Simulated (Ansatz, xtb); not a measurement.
# Two isomers of F2GeH6Si2

Structure a is `F[SiH](F)[GeH2][SiH3]`, a singlet and structure b is `[F][Ge]([F])([SiH3])[SiH3]`, a singlet. Both are isolated molecules in the gas phase, relaxed with PBE0-D4/def2-SVP; the shapes shown needn't be the lowest conformers.

a (Å):

```xyz
11

F    -1.5613   -0.9884    1.3357
F    -2.1018    0.9646   -0.2914
Ge    0.9592    1.0085    0.8190
Si   -1.3573    0.6021    1.1017
Si    1.7354   -0.2927   -1.0192
H    -2.0727    1.3138    2.1936
H     1.1775    2.5112    0.5616
H     1.6977    0.6267    2.1156
H     3.1974   -0.0714   -1.2308
H     0.9877    0.1069   -2.2480
H     1.4861   -1.7365   -0.7325
```

b (Å):

```xyz
11

F    -0.8063    1.1090   -2.6797
F     1.8453    0.4442   -2.5000
Ge    0.3364    0.3054   -1.6313
Si    0.5379    1.6430    0.3414
Si   -0.2470   -2.0142   -1.6064
H    -0.7729    1.6331    1.0555
H     0.9116    3.0330   -0.0466
H     1.5890    1.0425    1.2149
H    -0.2829   -2.5242   -3.0066
H    -1.5858   -2.1583   -0.9620
H     0.7759   -2.7508   -0.8067
```

Question: Which of the two would you expect CCSD(T)/def2-SVP + ΔMP2/def2-TZVPP electronic energies to favour?

Answer: Structure a; the calculation gives E(b) − E(a) = +36.0 kcal/mol.

The same difference at several levels:

```
                             level          geometry  E(b) − E(a) (kcal/mol)  departure from the last row (kcal/mol)  job, with rough time for the two
                  PBE0-D4/def2-SVP  PBE0-D4/def2-SVP                     +30.0                                    −5.9             optimisation, 2.2 min
                       HF/def2-SVP  PBE0-D4/def2-SVP                     +30.6                                    −5.4           part of the CCSD(T) run
                      MP2/def2-SVP  PBE0-D4/def2-SVP                     +31.8                                    −4.2           part of the CCSD(T) run
                  CCSD(T)/def2-SVP  PBE0-D4/def2-SVP                     +30.4                                    −5.6                      single point
CCSD(T)/def2-SVP + ΔMP2/def2-TZVPP  PBE0-D4/def2-SVP                     +36.0                                                     single point, 1.8 min
```

As drawn, b has 2 F–Ge, 2 Si–H in place of 2 F–Si, 2 Ge–H.

The levels shown agree on the order. The largest departure from CCSD(T)/def2-SVP + ΔMP2/def2-TZVPP is that of PBE0-D4/def2-SVP, 5.9 kcal/mol. A small imaginary or near-zero mode remains, so no thermal terms are given. Levels run at GFN2-xTB geometries aren't shown. The last row adds to CCSD(T) the change of the MP2 difference between the two basis sets, here +5.6 kcal/mol, a large step that makes the value less sure.

The correlated steps freeze 21 core orbitals; the filled d shell of Ge is correlated, in a basis made for valence electrons. Codes used: Ansatz 0.2.0, xtb 6.7.1; the last row on 2 threads of Intel(R) Xeon(R) Platinum 8259CL CPU @ 2.50GHz (Skylake/Cascade Lake) on a shared host.
